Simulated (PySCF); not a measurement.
HgBr2, SMILES [Br][Hg][Br]. Geometry optimised at PBE-D3(BJ)/def2-SVP. The isomer is the one that the SMILES or the coordinates give; other isomers of the formula were not compared. The def2 effective core potentials stand for the cores of Hg; spin–orbit coupling is left out.

Give the equilibrium geometry at PBE-D3(BJ)/def2-SVP (PySCF confirms it by a frequency run) as Cartesian coordinates in Å, and its point group. (An estimate is asked for; the answer gives what the named calculation found.)

point group D∞h.
```xyz
3

Hg     0.0000     0.0000     0.0000
Br     0.0000     0.0000    -2.4356
Br     0.0000     0.0000     2.4356
```
Charge 0, spin multiplicity 1.
